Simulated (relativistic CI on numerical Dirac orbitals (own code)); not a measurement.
**Radial parameters of Pr XXV**

Calculated at this level of theory: Dirac-Coulomb-Breit CI, KLI orbitals optimised for each configuration, model QED (radiative potential, 1s self-energy scaled to tabulated hydrogen-like ionisation energies), unscaled Slater integrals (own radial code, finite nucleus).

Slater integrals F^k, G^k are unscaled and averaged over j, outside the closed core [Ar] 3d10; ζ comes from projecting the Hamiltonian with its Breit term on Σ l·s of the shell.

- 4s2.4p5: ζ(4p) = 142100 cm⁻¹; <r>(4p) = 0.5864, <r^2>(4p) = 0.3882 (bohr units).
- 4s2.4p4.4d: F^2(4p,4p) = 175960, ζ(4p) = 142430, F^2(4p,4d) = 171340, G^1(4p,4d) = 214700, G^3(4p,4d) = 137070, ζ(4d) = 17049 cm⁻¹; <r>(4p) = 0.5864, <r^2>(4p) = 0.3882, <r>(4d) = 0.5985, <r^2>(4d) = 0.4088 (bohr units).
- 4s.4p5.4d: G^1(4s,4p) = 230750, ζ(4p) = 142280, G^2(4s,4d) = 169090, F^2(4p,4d) = 171290, G^1(4p,4d) = 214650, G^3(4p,4d) = 137030, ζ(4d) = 17170 cm⁻¹; <r>(4s) = 0.5698, <r^2>(4s) = 0.3644, <r>(4p) = 0.5865, <r^2>(4p) = 0.3884, <r>(4d) = 0.5986, <r^2>(4d) = 0.409 (bohr units).

Averages of the first 10 configurations, taken without configuration mixing, which lowers the lowest level and can move excited configurations by several eV; other configurations of the list can lie among them:

```tsv
Configuration	Parity	States	Average energy above the lowest level (eV)
4s2.4p5	odd	6	10.4
4s.4p6	even	2	101.0
4s2.4p4.4d	even	150	126.5
4s.4p5.4d	odd	120	213.8
4s2.4p4.4f	odd	210	251.1
4s.4p5.4f	even	168	338.6
4p6.4d	even	10	308.9
4s.4p4.4d2	even	1350	328.7
4s2.4p3.4d.4f	even	2800	367.7
4p6.4f	odd	14	433.9
```
